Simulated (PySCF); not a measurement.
A side-by-side comparison of computed properties.

First species: C₆H₅BF₂S.
SMILES with atom numbers: `[F:1][B:2]([F:3])[c:4]1[cH:5][cH:6][c:7]([SH:8])[cH:9][cH:10]1` (hydrogens: H11 on C5; H12 on C6; H13 on S8; H14 on C9; H15 on C10)

Geometry (PBE0-D3(BJ)/def2-SVP, Å), atoms numbered from 1 in this order:
```xyz
15
C6H5BF2S angstrom
F      3.1908    0.4352   -0.9669
B      2.5507   -0.1455    0.0352
F      3.2963   -0.7318    0.9590
C      1.0103   -0.1365    0.1161
C      0.3356   -0.7799    1.1662
C     -1.0496   -0.7801    1.2406
C     -1.8053   -0.1251    0.2558
S     -3.5564   -0.1652    0.4119
C     -1.1473    0.5249   -0.7984
C      0.2395    0.5142   -0.8607
H      0.9130   -1.2931    1.9393
H     -1.5549   -1.2895    2.0647
H     -3.8299    0.5615   -0.6912
H     -1.7239    1.0384   -1.5714
H      0.7397    1.0236   -1.6884
```

Second species: C8H12OSSi.
SMILES: `CO[C@H]1C[Si@@H](c2cccs2)C1`

Levels: wB97X-D/def2-SVPD for dipole moment, HOMO energy, LUMO energy, HOMO–LUMO gap, static isotropic polarisability and electronic spatial extent ⟨r²⟩ about the centre of nuclear charge; TDDFT wB97X-D/def2-SVPD for lowest singlet excitation; PBE0-D3(BJ)/def2-SVP for rotational constant A and rotational constant C. Geometries: PBE0-D3(BJ)/def2-SVP. Each structure is a single optimised conformer of the isolated species, non-relativistic unless stated; the electronic structure was computed with PySCF and density fitting.

Dipoles, sizes and rotational constants follow the conformer. The torsions of the flexible species, by atom-mapped SMILES:
- `[F:1][B:2]([F:3])[c:4]1[cH:5][cH:6][c:7]([SH:8])[cH:9][cH:10]1`: F1–B2–C4–C5 179°, H–S8–C7–C6 180°
- `[CH3:1][O:2][C@H:3]1[CH2:4][Si@@H:5]([c:6]2[cH:7][cH:8][cH:9][s:10]2)[CH2:11]1`: C1–O2–C3–C4 176°, C4–Si5–C6–C7 44°

```json
{"property": "dipole moment", "column X": "2.10 D", "column Y": "0.95 D"}
{"property": "HOMO energy", "column X": "-8.56 eV", "column Y": "-8.68 eV"}
{"property": "LUMO energy", "column X": "0.07 eV", "column Y": "0.77 eV"}
{"property": "HOMO–LUMO gap", "column X": "8.63 eV", "column Y": "9.45 eV"}
{"property": "lowest singlet excitation", "column X": "4.95 eV", "column Y": "5.46 eV"}
{"property": "static isotropic polarisability", "column X": "106.1 au", "column Y": "140.7 au"}
{"property": "electronic spatial extent ⟨r²⟩ about the centre of nuclear charge", "column X": "2165 bohr²", "column Y": "3217 bohr²"}
{"property": "rotational constant A", "column X": "3.642 GHz", "column Y": "2.515 GHz"}
{"property": "rotational constant C", "column X": "0.451 GHz", "column Y": "0.342 GHz"}
```

(1) Which column belongs to which species?

(2) How does each property change from the first species to the second?

Answers

(1) Column X is the first species and column Y the second. The first has 15 atoms and 80 electrons, the second 23 and 98.

(2) dipole moment -1.15 D; HOMO energy -0.12 eV; LUMO energy +0.70 eV; HOMO–LUMO gap +0.82 eV; lowest singlet excitation +0.51 eV; static isotropic polarisability +34.6 au; electronic spatial extent ⟨r²⟩ about the centre of nuclear charge +1052 bohr²; rotational constant A -1.127 GHz; rotational constant C -0.109 GHz.

On the first: In wavenumbers S1 is 39900 cm⁻¹ (1 eV = 8065.54 cm⁻¹). The principal polarisabilities are 63.2, 100.7 and 154.4 au; their mean is the isotropic value.

On the second: The polarisability is 20.84 Å³ as a volume (1 au = 0.148185 Å³), or 1.44 au for each of the 98 electrons.
